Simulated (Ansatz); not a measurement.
HN, triplet, at a GFN2-xTB geometry; CCSD(T)/cc-pVDZ in Ansatz (a program for electronic structure).

Input for Ansatz:
Ansatz 0.2 input:
```yaml
crystal:
  periodic: [false, false, false]
  atoms:
    - {symbol: N, position_ang: [-0.00000000, -0.00000000, -0.12795743]}
    - {symbol: H, position_ang: [0.00000000, 0.00000000, 0.89570199]}
basis:
  gaussian:
    orbitals: cc-pVDZ
magnetization: {spin_polarized: true, initial_magnetization: 2}
correlation: {method: ccsd_t, electrons: outside_noble_gas}
accuracy: high
```

Question: Write the output that Ansatz gives for this input, abridged.

Answer: 
```
Functional definition: HF
329 factors; integrals over basis functions are off by at most 6.3e-9 eV
mean field evaluation 1: about -1495.3776 eV, gradient 7.7e0 eV
mean field evaluation 2: about -1495.3775 eV, gradient 7.7e0 eV
mean field evaluation 4: about -1495.7120 eV, gradient 5.6e-1 eV
mean field evaluation 8: about -1495.7148 eV, gradient 9.8e-6 eV
mean field evaluation 16: about -1495.7146 eV, gradient 1.4e-1 eV
mean field -1495.71478922 eV, -54.9665046721 hartree, gradient 1.2e-8 eV, S^2 2.013343; 0 other end points of the search recorded, 0 dependent functions left out
1 core orbitals not correlated
reference -1495.71478922 eV, -54.9665046721 hartree; 4, 2 occupied and 14, 16 virtual orbitals, 329 factors
second order -2.81504873 eV of doubles, -0.00000000 eV of singles
cycle   1  -3.21350593 eV  change   -4.0e-1 eV  update   3.4e-2
cycle   2  -3.33447324 eV  change   -1.2e-1 eV  update   1.3e-2
cycle   3  -3.34268348 eV  change   -8.2e-3 eV  update   3.9e-3
cycle   4  -3.34308406 eV  change   -4.0e-4 eV  update   1.3e-3
cycle   5  -3.34344761 eV  change   -3.6e-4 eV  update   5.9e-4
cycle   6  -3.34358186 eV  change   -1.3e-4 eV  update   2.4e-4
cycle   7  -3.34360830 eV  change   -2.6e-5 eV  update   7.8e-5
cycle   8  -3.34358739 eV  change    2.1e-5 eV  update   2.1e-5
cycle   9  -3.34359105 eV  change   -3.7e-6 eV  update   5.0e-6
cycle  10  -3.34358967 eV  change    1.4e-6 eV  update   1.2e-6
cycle  11  -3.34358964 eV  change    3.0e-8 eV  update   2.7e-7
cycle  12  -3.34358961 eV  change    3.7e-8 eV  update   5.8e-8
cycle  13  -3.34358965 eV  change   -4.4e-8 eV  update   2.0e-8
cycle  14  -3.34358965 eV  change    2.2e-9 eV  update   1.0e-8
cycle  15  -3.34358961 eV  change    4.0e-8 eV  update   2.3e-8
cycle  16  -3.34358959 eV  change    2.0e-8 eV  update   7.0e-9
cycle  17  -3.34358959 eV  change    2.2e-9 eV  update   2.0e-9
cycle  18  -3.34358959 eV  change   3.8e-10 eV  update  7.1e-10
perturbative correction -0.04058507 eV, -0.0014914738 hartree
Total energy: -1499.09896388 eV, -55.0908707968 hartree
```
